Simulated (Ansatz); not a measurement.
All numbers were calculated with Ansatz.

Basis-set series for BH3O2Te (`OB(O)[TeH]`). Total charge 0; spin multiplicity 1. Te takes the def2 core potential. All single points use the PBE0-D4/def2-TZVP geometry. It is one conformer, not always the lowest.

```csv
atom,x (Å),y (Å),z (Å)
O1,0.523,-1.207,0.593
B2,0.085,-0.309,-0.318
O3,0.101,-0.697,-1.616
Te4,-0.630,1.704,0.236
H5,0.497,-0.899,1.499
H6,-0.211,-0.049,-2.247
H7,-0.365,1.457,1.853
```

| functional | basis | functions | energy (Eh) | HOMO (eV) | LUMO (eV) |
| --- | --- | --- | --- | --- | --- |
| PBE0-D4 | def2-SVP | 83 | -444.91944 | -6.56 | -0.65 |
| PBE0-D4 | def2-QZVPP | 343 | -445.15501 | -6.70 | -0.98 |
| ωB97M-V | def2-SVP | 83 | -445.00979 | -8.61 | 1.26 |
| ωB97M-V | def2-QZVPP | 343 | -445.25046 | -8.79 | 0.64 |

(1) Give the rows for def2-TZVPP. (Estimate.)

Answers

(1) The calculation gave: 
```tsv
functional	basis	functions	energy (Eh)	HOMO (eV)	LUMO (eV)
PBE0-D4	def2-TZVPP	185	-445.14288	-6.68	-0.87
ωB97M-V	def2-TZVPP	185	-445.23863	-8.76	0.88
```

Positive LUMOs are unbound and depend on the basis.
